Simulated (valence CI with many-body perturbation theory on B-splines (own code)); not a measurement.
Basis-set convergence for Bi LIII

Computed by valence CI with perturbative core correlation (CI+MBPT): three valence electrons over a frozen Dirac-Fock core [Ar] 3d10, radial functions for each j: 9 s, 9 p, 8 d, 6 f, 3 g, 1 h, with the one-electron correlation potential Σ1, the two-electron term Σ2, the three-electron term Σ3, Breit, model QED; selected CI, second order for the rest, scaled by the run's own slope (own B-spline code, finite nucleus).

No measured spectrum was set against this ion. As an estimate, large intervals hold to a few tenths of a per cent, small ones and those within an open d or f shell to about a per cent.

The reference run has the lowest level (4s^2 4p1/2) J=1/2 and an ionisation energy of 3152.60 eV. Its largest variational space holds 8633 state functions.

Levels are named by their leading jj configuration (3d3/2^4 stands for four electrons in 3d with j = 3/2), which in mixed levels can hold well under half, so a name can repeat and another be missing. Letters in brackets count levels of one name in rising energy.

Changed runs:
A. basis 6 s, 6 p, 5 d, 3 f, 1 g
B. basis 5 s, 5 p, 4 d, 2 f

Excitation energies of the reference run in cm⁻¹, and shifts in cm⁻¹:

| Level | Reference | A | B |
| --- | --- | --- | --- |
| (4s 4p1/2^2) J=1/2 | 975279 | -15 | +20 |
| (4s^2 4p3/2) J=3/2 | 1462820 | -48 | -116 |
| (4s 4p1/2 4p3/2) J=3/2 [a] | 2306530 | -210 | -694 |
| (4s 4p1/2 4p3/2) J=5/2 | 2388540 | -76 | -172 |
| (4s 4p1/2 4p3/2) J=3/2 [b] | 2501160 | +12 | +184 |
| (4s 4p1/2 4p3/2) J=1/2 | 2520290 | +14 | +210 |
| (4s^2 4d3/2) J=3/2 | 3027710 | +127 | +846 |
| (4s^2 4d5/2) J=5/2 | 3316580 | +54 | +545 |
| (4p1/2^2 4p3/2) J=3/2 | 3472830 | -63 | -94 |
| (4s 4p1/2 4d3/2) J=3/2 [a] | 3795710 | -160 | -346 |
| (4s 4p3/2^2) J=5/2 | 3827000 | -112 | -225 |
| (4s 4p1/2 4d3/2) J=5/2 | 3869760 | -48 | +109 |
| Ionisation energy (eV) | 3152.60 | -0.027 | -0.09 |
